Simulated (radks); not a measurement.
Results of a calculation; reference values are marked as such.
All-electron atom: neutral iron in [Ar] 3d6 4s2.

Code: a radial shooting solver on a logarithmic mesh with Libxc functionals. Model: Dirac Kohn-Sham, SOGGA, spin-unpolarised, spherical densities, finite nucleus; open shells fill j = l - 1/2 first; Fermi nuclear charge, rms radius 3.7377 fm.

Energy parts (hartree):
part                       energy
total                 -1271.10623
kinetic                1288.75976
electron-nucleus      -3043.84767
Hartree                 538.16299
exchange-correlation    -54.18130

Orbitals (lengths in bohr, moments of r in powers of bohr):
orbital  occ.  eigenvalue (hartree)       <r^4>   <1/r>
1s1/2       2             -256.8694  0.00005446   25.96
2s1/2       2             -30.07365     0.01240   5.575
2p1/2       2             -25.93943    0.009207   5.523
2p3/2       4             -25.48150    0.009615   5.425
3s1/2       2              -3.44110      0.9418   1.750
3p1/2       2              -2.23537       1.301   1.621
3p3/2       4              -2.17868       1.361   1.599
3d3/2       4              -0.27501       9.373   1.209
3d5/2       2              -0.26943       9.667   1.203
4s1/2       2              -0.19123       188.2  0.4367

The highest occupied level is 4s1/2 at -5.204 eV. Summed over all electrons, <r^2> = 38.66 bohr^2, which gives a Langevin (diamagnetic) susceptibility term of -30.6 x 10^-6 cm^3/mol. The density falls to 0.001 e/bohr^3 at r = 4.45 bohr.
